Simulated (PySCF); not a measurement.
F3Hf, charge +1, singlet, geometry from GFN2-xTB (such geometries of metal compounds can be far from the true shape) (the multiplicity is a formal guess) (core potentials on Hf). Base run: HF/def2-SVP run with PySCF.

Here is a job for PySCF.
```python
from pyscf import gto, scf, solvent

mol = gto.M(
    atom='''
Hf    0.028092    0.243893    0.076301
F     1.519951   -0.798632   -0.316784
F    -0.817354   -0.996902    1.177513
F    -0.927336   -0.155608   -1.471139
''',
    basis='def2-svp',
    ecp={'Hf': 'def2-svp'},
    charge=1,
    spin=0,
    verbose=4,
)

mf = scf.RHF(mol)
mf.kernel()
```

Each row names what was changed in the base input (with any setting that the change needs).

```csv
change,ΔE vs base (kJ/mol),HOMO-LUMO gap (eV)
base,0.00,15.99
model = IEF-PCM; solvent = tetrahydrofuran,-382.0,17.57
model = IEF-PCM; solvent = chloroform,-342.0,17.36
model = IEF-PCM; solvent = dichloromethane; vdw_scale = 1.1,-469.3,17.84
model = ddCOSMO; solvent = dichloromethane,…,…
model = COSMO; solvent = dichloromethane,-380.2,17.63
model = IEF-PCM; solvent = dichloromethane; r_probe = 0.5,-280.4,17.14
model = IEF-PCM; solvent = dichloromethane; vdw_scale = 1.4,-298.9,17.22
model = C-PCM; solvent = dichloromethane,…,…
model = IEF-PCM; solvent = n-hexane,-191.8,16.67
model = IEF-PCM; solvent = dichloromethane; lebedev_order = 41,…,…
model = IEF-PCM; solvent = dichloromethane; vdw_scale = 1.0,-578.2,17.99
```

Some entries are withheld; supply them.


- model = ddCOSMO; solvent = dichloromethane, ΔE vs base (kJ/mol): -744.8
- model = ddCOSMO; solvent = dichloromethane, HOMO-LUMO gap (eV): 18.12
- model = C-PCM; solvent = dichloromethane, ΔE vs base (kJ/mol): -402.4
- model = C-PCM; solvent = dichloromethane, HOMO-LUMO gap (eV): 17.74
- model = IEF-PCM; solvent = dichloromethane; lebedev_order = 41, ΔE vs base (kJ/mol): -394.2
- model = IEF-PCM; solvent = dichloromethane; lebedev_order = 41, HOMO-LUMO gap (eV): 17.64

The base is the gas phase, so ΔE is the electrostatic part of solvation at a fixed geometry, without cavity and dispersion terms.
